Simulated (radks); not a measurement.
Coulomb parameter of the 4f shell of the ytterbium ion Yb+ in the model configuration [Xe] 4f13 6s1 6p1, as a second difference U = [E(n + 0.5) + E(n - 0.5) - 2 E(n)] / (0.5)^2 with all orbitals relaxed. "Bare": the charge of the atom changes with n. "Screened": the 6p shell takes up the change at fixed total charge, which measures U(4f,4f) + U(6p,6p) - 2 U(4f,6p). Calculated with a radial shooting solver on a logarithmic mesh with Libxc functionals: Dirac Kohn-Sham, LDA (Slater exchange, Perdew-Wang correlation), spin-unpolarised, spherical densities, finite nucleus; open shells are shared between the two j in proportion to 2j + 1; Fermi nuclear charge, rms radius 5.3108 fm.

case                   configuration  E - E(n) (eV)
start              [Xe] 4f13 6s1 6p1          0.000
bare +0.5        [Xe] 4f13.5 6s1 6p1         -7.984
bare -0.5        [Xe] 4f12.5 6s1 6p1         12.300
screened +0.5  [Xe] 4f13.5 6s1 6p0.5         -5.251
screened -0.5  [Xe] 4f12.5 6s1 6p1.5          7.599

U(bare) = 17.263 eV, U(screened by 6p) = 9.394 eV, against the Slater integral F0(4f,4f) = 34.353 eV with frozen orbitals.
